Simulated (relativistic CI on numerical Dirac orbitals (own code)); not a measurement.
# Cu⁴⁺ in a cubic cluster: 3p photoemission with charge transfer

Computed with a charge-transfer multiplet model of a cubic metal-ligand cluster with up to 2 ligand holes, Slater and spin-orbit integrals from Dirac-Coulomb-Breit ions, Slater integrals scaled by 0.7. The ground state mixes d7 with configurations of k ligand holes L, whose averages lie at kΔ + k(k − 1)U_dd/2; a core hole lowers each added d electron by U_cd. 20 K, Lorentzian 0.9 eV and Gaussian 0.8 eV FWHM.

Atomic integrals in eV (Slater integrals scaled, ζ unscaled), ground: F2dd 10.358, F4dd 6.495, zeta_d 0.120; with the core hole: F2dd 10.991, F4dd 6.920, zeta_d 0.129, zeta_core 1.819, F2cd 11.307, G1cd 13.803, G3cd 8.529.

Cluster parameters (eV): U_dd = 6.9, U_cd = 8.4, 10Dq = 1.7, 10Dq(ligand) = 1.4, V(eg) = 2.95, V(t2g) = -1.41, final-state hopping factor = 0.8.

| Case | n_d | d7 | d8L | d9L2 | S |
| --- | --- | --- | --- | --- | --- |
| Δ = -0.9 eV | 7.85 | 0.27 | 0.60 | 0.12 | 0.51 |
| Δ = 0.1 eV | 7.77 | 0.33 | 0.57 | 0.10 | 0.51 |
| Δ = 1.1 eV | 7.69 | 0.39 | 0.53 | 0.08 | 0.51 |
| Δ = 3.1 eV | 7.53 | 0.52 | 0.43 | 0.05 | 0.53 |
| Δ = 4.1 eV | 7.45 | 0.58 | 0.38 | 0.03 | 0.55 |

Weights, n_d and S are thermal averages at 20 K. Binding energies count from the first peak over 30 % of the highest in each spectrum, which can be another peak from case to case. The parameters are a model scan and need not match a compound or its usual spin state. Peaks in eV (height, largest 100):
- Δ = -0.9 eV: 0.0 (100), 6.9 (32), 10.7 (26), 13.2 (23), 18.9 (10), 20.5 (8), 22.4 (9)
- Δ = 0.1 eV: 0.0 (100), 7.2 (31), 10.3 (29), 13.4 (24), 18.4 (10), 19.7 (9), 21.9 (9)
- Δ = 1.1 eV: 0.0 (100), 7.6 (31), 10.0 (32), 13.4 (24), 19.1 (11), 22.1 (8)
- Δ = 3.1 eV: 0.0 (100), 6.3 (36), 9.3 (40), 14.6 (22), 17.3 (15), 22.9 (8)
- Δ = 4.1 eV: 0.0 (100), 6.4 (41), 8.9 (43), 14.8 (21), 17.4 (16), 23.2 (8)

Curve for Δ = 4.1 eV (points under 2 left out, the grid thinned):

(E (eV), Intensity): (-4.2, 2.6), (-3.5, 3.6), (-2.7, 5.7), (-2.0, 10.1), (-1.2, 28.3), (-0.5, 79.3), (0.3, 92.9), (1.0, 70.7), (1.8, 53.4), (2.5, 41.1), (3.3, 31.6), (4.0, 27.2), (4.7, 25.0), (5.5, 30.9), (6.2, 40.1), (7.0, 37.5), (7.7, 35.7), (8.5, 41.9), (9.2, 42.5), (10.0, 36.2), (10.7, 30.0), (11.5, 26.4), (12.2, 25.8), (12.9, 24.0), (13.7, 20.8), (14.4, 20.4), (15.2, 20.4), (15.9, 16.9), (16.7, 15.5), (17.4, 16.1), (18.2, 13.9), (18.9, 11.9), (19.7, 11.3), (20.4, 8.4), (21.1, 5.7), (21.9, 5.2), (22.6, 6.5), (23.4, 7.4), (24.1, 4.7), (24.9, 2.4), (25.6, 2.1), (26.4, 3.0), (27.1, 3.9), (27.9, 3.6), (28.6, 2.1)

For the case Δ = 1.1 eV, Δ = 1.1 eV is smaller than U_dd = 6.9 eV, the charge-transfer side of the Zaanen-Sawatzky-Allen scheme. With the core hole the configuration with one ligand hole lies at Δ − U_cd = -9.3, -8.3, -7.3, -5.3, -4.3 eV from the one without, in the order of the table; where this is negative the screened configuration lies lower, though the effective hopping of about 3.6 eV (from the holes of the mixed ground state) mixes the two strongly wherever it is as large as the gap.

With at most 2 ligand holes the space is cut while the next configuration still counts, so covalency is underestimated, and a final configuration with one more ligand hole, which can lie low, is missing from the spectra.
